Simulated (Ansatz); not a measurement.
Program: Ansatz. Geometries: PBE0-D4/def2-TZVP. ΔE: electronic, gas phase. CBS: MP2 limit from def2 TZ/QZ plus the TZ coupled-cluster correction, frozen cores. This one scheme is used for every species. DFT in def2-TZVPP. For Ga outer-core shells are correlated without core-valence functions, which leaves a few kJ/mol of doubt a bond. Scalar relativity is left out up to krypton. One conformer a species, not always the lowest.

`[F][Ga]([F])[O][SiH3]` → `[OH][Ga]([F])[F]` + `[SiH2]`  (silylene loss)

```
           level  ΔE (kcal/mol)
    CAM-B3LYP-D4           81.1
          revPBE           70.9
            BLYP           71.3
         r2SCAN0           83.8
CCSD(T)/def2-SVP           75.1
  MP2/def2-TZVPP           83.0
 CCSD/def2-TZVPP           77.7
   MP2/CBS(def2)           84.3
```

(1) What does CCSD(T)/CBS give? (Best estimate.)

(2) What do rigid-rotor, harmonic-oscillator terms from PBE0-D4/def2-TZVP frequencies (298.15 K, 1 bar) make of the CCSD(T)/CBS value? (Estimate.)

Largest T1 diagnostic among the species: 0.015.

Answers

(1) Computed: +79.3 kcal/mol. The listed levels differ from it by 1.8, -8.4, -8.0, 4.5, -4.2, 3.7, -1.6, 5.0 kcal/mol.

(2) The calculation gave: ΔZPE = -2.6 kcal/mol, ΔH = +77.5 kcal/mol, ΔS = 133 J/(mol·K), ΔG = +68.1 kcal/mol. Modes under 50 cm⁻¹ make the entropy rough.

Leaving LDA and LC-ωPBE aside and taking each functional with its dispersion term where it has one, the values, not all of them listed here, spread over 9.8 kcal/mol, from revPBE-D4 to r2SCAN0-D4. LDA lies +7.7 kcal/mol from PBE without D4. From PBE to PBE0 (25 % exact exchange), in def2-TZVPP and without D4, ΔE moves by +3.8 kcal/mol.
